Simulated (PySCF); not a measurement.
## Radial density of Rh⁺ (rhodium, charge +1)

PBE0, [Kr] 4d8, high-spin 3F determinant. All numbers are calculated (PySCF 2.14, a scalar-relativistic core potential, in aug-cc-pVDZ-PP with ECP28MDF (5s5p4d2f, 54 functions)). This is the valence pseudo-density: the core potential removes the inner electrons and smooths the orbitals near the nucleus.

| r (bohr) | 4πr²ρ (e/bohr) | 4πr²(ρα − ρβ) |
| --- | --- | --- |
| 0.0198 | 1.155e-05 | 0.0000 |
| 0.0333 | 2.960e-05 | 0.0000 |
| 0.0561 | 7.397e-05 | 0.0000 |
| 0.0943 | 0.0003107 | 0.0000 |
| 0.159 | 0.003338 | 0.0004 |
| 0.267 | 0.05790 | 0.0072 |
| 0.449 | 1.407 | 0.1152 |
| 0.755 | 11.90 | 0.8992 |
| 1.27 | 11.75 | 1.4687 |
| 2.14 | 2.519 | 0.5171 |
| 3.59 | 0.2079 | 0.0354 |
| 6.04 | 0.003359 | 0.0003 |

Energies and moments cover only the electrons outside the core potential.
